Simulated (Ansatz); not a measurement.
System: TeCl4 (charge 0, singlet). 
Structure (B3LYP-D3(BJ)/def2-TZVP (Ansatz, a program for electronic structure) minimum search):
```
Te
Cl 1 2.3249
Cl 1 2.3249 2 100.18
Cl 1 2.4633 2 90.06 3 -90.08
Cl 1 2.4633 2 90.06 4 -179.85
```

Parts of the frozen-core correlation energy in def2-SVP (Ansatz, hartree). Frozen orbitals: 29; correlated occupied orbitals by spin: 17 and 17; virtual: 52 and 52. No spin-orbit coupling. Past Kr the def2 sets carry scalar-relativistic core potentials.

| term | value |
|---|---|
| reference (HF) | -2104.41015 |
| MP2 opposite-spin | -0.47092 |
| MP2 same-spin | -0.17577 |
| CCSD correlation | -0.69500 |
| (T) | -0.01956 |
| T1 diagnostic | 0.013 |
| largest doubles amplitude | 0.077 |
